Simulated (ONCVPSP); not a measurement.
Fe ONCV: all-electron and pseudo phase curves

- Element: Fe
- Generator: ONCVPSP 4.0.1
- Type: optimised norm-conserving Vanderbilt (ONCV)
- Functional: LDA (Perdew-Zunger)
- Relativity: scalar-relativistic
- Frozen core: [Ne]
- Valence charge: 16
- Reference configuration: 3s2 3p6 3d6 (charge +2)
- Partial waves: 3s: rc 0.85 bohr, ncon 3, nbas 7, qcut 10 1/bohr, 2 projectors, debl 1.5 Ha; 3p: rc 0.80 bohr, ncon 4, nbas 8, qcut 11.7 1/bohr, 2 projectors, debl 1.8 Ha; 3d: rc 1.40 bohr, ncon 5, nbas 10, qcut 10.3 1/bohr, 1 projector
- Local potential: polynomial inside 0.55 bohr (lpopt 5, dvloc0 0 Ha)
- Core correction: Teter function, fcfact 4.5, rcfact 1.3

In the s channel the program set the typed energies aside and used -4.118, 0.250 Ha. In the p channel the program set the typed energies aside and used -2.884, 0.250 Ha.

The phase is arctan(r·R′/R) of the radial function R(r), unwrapped; energies in Ha, scanned from -6 to 5 Ha. A pole is an energy at which the radial function vanishes at the test radius. The pseudo phase is shifted by a multiple of π to meet the all-electron one at the reference energy, and phase errors are pseudo minus all-electron; the curves can meet again beyond the range given. Levels narrower than the energy grid can be missing from the lists of poles.

| channel | radius (bohr) | reference energy (Ha) | poles, all-electron | poles, pseudo | unbroken range about the reference energy with phases within 0.05 rad | phase error 1 Ha above the reference energy (rad) |
| --- | --- | --- | --- | --- | --- | --- |
| s | 0.86 | -4.12 | 2.46 | 2.46 | the whole range | +0.000 |
| p | 0.81 | -2.88 | none | none | the whole range | -0.000 |
| d | 1.42 | -0.96 | -0.16 | -0.14 | below 1.1 | +0.009 |

Phases in the p channel:

```json
{"E (Ha)": "-5.96", "all-electron": "0.061", "pseudo": "0.061"}
{"E (Ha)": "-5.68", "all-electron": "-0.050", "pseudo": "-0.050"}
{"E (Ha)": "-5.40", "all-electron": "-0.164", "pseudo": "-0.164"}
{"E (Ha)": "-5.12", "all-electron": "-0.278", "pseudo": "-0.278"}
{"E (Ha)": "-4.84", "all-electron": "-0.389", "pseudo": "-0.389"}
{"E (Ha)": "-4.56", "all-electron": "-0.494", "pseudo": "-0.494"}
{"E (Ha)": "-4.28", "all-electron": "-0.593", "pseudo": "-0.593"}
{"E (Ha)": "-4.00", "all-electron": "-0.684", "pseudo": "-0.684"}
{"E (Ha)": "-3.72", "all-electron": "-0.766", "pseudo": "-0.766"}
{"E (Ha)": "-3.44", "all-electron": "-0.841", "pseudo": "-0.841"}
{"E (Ha)": "-3.16", "all-electron": "-0.908", "pseudo": "-0.908"}
{"E (Ha)": "-2.88", "all-electron": "-0.968", "pseudo": "-0.968"}
{"E (Ha)": "-2.60", "all-electron": "-1.022", "pseudo": "-1.022"}
{"E (Ha)": "-2.32", "all-electron": "-1.070", "pseudo": "-1.070"}
{"E (Ha)": "-2.04", "all-electron": "-1.113", "pseudo": "-1.113"}
{"E (Ha)": "-1.76", "all-electron": "-1.152", "pseudo": "-1.152"}
{"E (Ha)": "-1.48", "all-electron": "-1.187", "pseudo": "-1.187"}
{"E (Ha)": "-1.20", "all-electron": "-1.219", "pseudo": "-1.219"}
{"E (Ha)": "-0.92", "all-electron": "-1.249", "pseudo": "-1.249"}
{"E (Ha)": "-0.64", "all-electron": "-1.275", "pseudo": "-1.275"}
{"E (Ha)": "-0.36", "all-electron": "-1.300", "pseudo": "-1.300"}
{"E (Ha)": "-0.08", "all-electron": "-1.323", "pseudo": "-1.323"}
{"E (Ha)": "0.20", "all-electron": "-1.343", "pseudo": "-1.343"}
{"E (Ha)": "0.48", "all-electron": "-1.363", "pseudo": "-1.363"}
{"E (Ha)": "0.76", "all-electron": "-1.381", "pseudo": "-1.381"}
{"E (Ha)": "1.04", "all-electron": "-1.398", "pseudo": "-1.398"}
{"E (Ha)": "1.32", "all-electron": "-1.414", "pseudo": "-1.414"}
{"E (Ha)": "1.60", "all-electron": "-1.429", "pseudo": "-1.429"}
{"E (Ha)": "1.88", "all-electron": "-1.443", "pseudo": "-1.443"}
{"E (Ha)": "2.16", "all-electron": "-1.456", "pseudo": "-1.456"}
{"E (Ha)": "2.44", "all-electron": "-1.469", "pseudo": "-1.469"}
{"E (Ha)": "2.72", "all-electron": "-1.481", "pseudo": "-1.481"}
{"E (Ha)": "3.00", "all-electron": "-1.492", "pseudo": "-1.492"}
{"E (Ha)": "3.28", "all-electron": "-1.503", "pseudo": "-1.503"}
{"E (Ha)": "3.56", "all-electron": "-1.514", "pseudo": "-1.514"}
{"E (Ha)": "3.84", "all-electron": "-1.524", "pseudo": "-1.524"}
{"E (Ha)": "4.12", "all-electron": "-1.534", "pseudo": "-1.534"}
{"E (Ha)": "4.40", "all-electron": "-1.544", "pseudo": "-1.544"}
{"E (Ha)": "4.68", "all-electron": "-1.553", "pseudo": "-1.553"}
{"E (Ha)": "4.96", "all-electron": "-1.562", "pseudo": "-1.562"}
```
